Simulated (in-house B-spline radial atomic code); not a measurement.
Fe II (Fe+) is squeezed into an impenetrable sphere of radius R (the orbitals vanish at R). Caution: exact exchange at fractional occupations of open shells leaves self-interaction of up to several eV. Computed with an all-electron radial atomic-structure program (B-spline basis): non-relativistic PBE0, spin-polarised, spherical fractional occupations, point nucleus.

Energies in eV above the free ion in [Ar] 3d6 4s1:

```
R (bohr)  highest level (eV)  [Ar] 3d6 4s1  [Ar] 3d7  [Ar] 3d5 4s1 4f1  -dE/dV in [Ar] 3d6 4s1 (GPa)
    8.21               -11.6      0.006221     1.309             17.25                         0.013
     5.5               -11.2        0.4147     1.467              23.5                          1.73
    5.05               -10.9        0.8018     1.622             25.98                          3.95
     4.5               -10.2         1.794     2.043             30.47                          11.2
    3.33               -3.68         10.71     6.308             53.26                           135
    2.81                7.76         25.87     14.24             80.16                           504
     2.6                16.1         38.04     20.97             98.88                           914
    2.06                  62         116.1     68.33               202                          5360
    1.69                 144         288.7     185.2             404.3                         23100
    1.23                 441          1122     809.2              1312                        209000
```

(1) Does [Ar] 3d7 fall below [Ar] 3d6 4s1 under compression?

(2) Does [Ar] 3d5 4s1 4f1 fall below [Ar] 3d6 4s1 under compression?

The highest level is first positive in the row R = 2.81 bohr, pushed up by confinement above the zero of the free ion's potential. Each configuration is held fixed and needn't be the lowest in the sphere.

Answers

(1) Yes, between R = 4.5 and 3.33 bohr the order changes (near 4.44 bohr by linear interpolation).

(2) No, it stays above over the whole range.
